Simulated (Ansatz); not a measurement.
`FC(F)C(F)(C(F)F)C(F)F`, charge 0, multiplicity 1.

**Question.** Give a relaxed structure at PBE0-D4/def2-TZVP (Ansatz 0.2.0). (Best estimate.)

**Answer.** The calculation gave: 
Z-matrix (Å, degrees):
```
C
F 1 1.339
C 1 1.538 2 110.0
F 1 1.356 2 107.6 3 118.7
H 1 1.094 2 109.6 3 -123.8
F 3 1.362 1 108.7 2 44.1
C 3 1.538 1 111.1 2 -77.1
C 3 1.533 1 109.1 2 161.0
F 7 1.340 3 109.8 1 159.2
F 7 1.351 3 110.6 1 40.2
H 7 1.095 3 110.9 1 -80.0
F 8 1.358 3 108.3 1 55.6
F 8 1.343 3 110.8 1 173.8
H 8 1.092 3 111.3 1 -64.6
```
This is one stationary point; other conformers may exist.
